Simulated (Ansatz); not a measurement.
Reaction (hydrogenolysis of the Sn–C bond): `[CH3][SnH]([OH])[SH]` + H₂ → `[OH][SnH2][SH]` + CH₄

Isolated molecules relaxed with PBE0-D4/def2-TZVP in Ansatz; ΔE leaves out vibrations. CBS: MP2 limit from def2 TZ/QZ plus the TZ coupled-cluster correction, frozen cores. This one scheme is used for every species. DFT in def2-TZVPP. B3LYP here is the variant with VWN-RPA as its local correlation; programs differ in this. def2 core potentials past Kr. For Sn outer-core shells are correlated without core-valence functions, which leaves a few kJ/mol of doubt a bond. One conformer a species, not always the lowest.

`[CH3][SnH]([OH])[SH]`:

Z-matrix (Å, degrees):
```
C
Sn 1 2.121
H 1 1.089 2 110.2
H 1 1.090 2 109.3 3 120.6
H 1 1.090 2 108.8 3 -120.2
O 2 1.968 1 102.9 3 176.9
S 2 2.405 1 113.0 3 60.6
H 2 1.709 1 117.6 3 -62.3
H 6 0.960 2 113.0 1 -166.3
H 7 1.344 2 93.2 1 47.6
```

H₂:

Z-matrix (Å, degrees):
```
H
H 1 0.746
```

`[OH][SnH2][SH]`:

Z-matrix (Å, degrees):
```
Sn
S 1 2.398
O 1 1.964 2 108.5
H 1 1.698 2 112.7 3 113.4
H 1 1.704 2 105.9 3 -118.3
H 2 1.344 1 93.3 3 -67.0
H 3 0.960 1 112.7 2 -46.3
```

CH₄:

Z-matrix (Å, degrees):
```
C
H 1 1.090
H 1 1.090 2 109.5
H 1 1.090 2 109.5 3 -120.0
H 1 1.090 2 109.5 3 120.0
```

```json
{"level": "B3LYP-D4", "ΔE (kJ/mol)": "-34.6"}
{"level": "HF/def2-QZVPP", "ΔE (kJ/mol)": "-55.4"}
```

Task: What does CCSD(T)/CBS give? (Best estimate.)

Result: Computed: -25.5 kJ/mol. The listed levels differ from it by -9.1, -29.9 kJ/mol.

Largest T1 diagnostic among the species: 0.013.

Leaving LDA and LC-ωPBE aside and taking each functional with its dispersion term where it has one, the values, not all of them listed here, spread over 19.0 kJ/mol, from B97M-V to revPBE-D4. From r2SCAN to r2SCAN0 (25 % exact exchange), in def2-TZVPP and without D4, ΔE moves by −3.0 kJ/mol.
